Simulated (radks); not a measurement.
Radial electron density D(r) = 4 pi r^2 rho(r) of an atom or ion with 32 electrons. Calculated with a radial shooting solver on a logarithmic mesh with Libxc functionals: scalar-relativistic Kohn-Sham, SCAN, spin-unpolarised, spherical densities, finite nucleus; meta-GGA in the generalised Kohn-Sham scheme; Fermi nuclear charge, rms radius of each element as measured or else 0.836 A^(1/3) + 0.57 fm.

```
   r/bohr * D(r) (the largest magnitude, 65.6, reaches the edge; | marks zero)
 0.003731 |      *
  0.00424 |       *
 0.004781 |         *
 0.005434 |           *
 0.006176 |             *
 0.007019 |                *
 0.007914 |                   *
 0.008995 |                      *
  0.01022 |                          *
  0.01162 |                              *
   0.0131 |                                 *
  0.01489 |                                    *
  0.01692 |                                       *
  0.01923 |                                          *
  0.02186 |                                           *
  0.02465 |                                            *
  0.02801 |                                           *
  0.03184 |                                          *
  0.03618 |                                        *
   0.0408 |                                      *
  0.04637 |                                     *
   0.0527 |                                     *
   0.0599 |                                      *
  0.06753 |                                         *
  0.07676 |                                              *
  0.08724 |                                                  *
  0.09915 |                                                     *
   0.1118 |                                                      *
   0.1271 |                                                    *
   0.1444 |                                               *
   0.1641 |                                         *
   0.1851 |                                    *
   0.2103 |                                 *
    0.239 |                                  *
   0.2717 |                                    *
   0.3088 |                                       *
   0.3482 |                                         *
   0.3957 |                                      *
   0.4497 |                                *
   0.5111 |                        *
   0.5763 |                 *
    0.655 |           *
   0.7444 |       *
   0.8461 |      *
    0.954 |     *
    1.084 |   *
    1.232 |  *
    1.401 | *
    1.579 |*
    1.795 *
     2.04 *
    2.318 *
    2.614 *
    2.971 *
```

What is the nuclear charge?

Answer. Z = 42. The innermost maximum, from 1s, lies near gamma/Z bohr with gamma = sqrt(1 - (Z/c)^2) = 0.952, here 0.0227 bohr (found: 0.0246), and its height grows with Z. The density is that of the molybdenum ion Mo10+ in [Ar] 3d10 4s2 4p2; the configuration itself is not fixed sharply by these data, and Z only to a few units. D(r) has 3 maxima, at r = 0.0246, 0.109, 0.343 bohr, and minima at 0.0498, 0.221 bohr, inside which lie 2.04, 11.10 electrons.
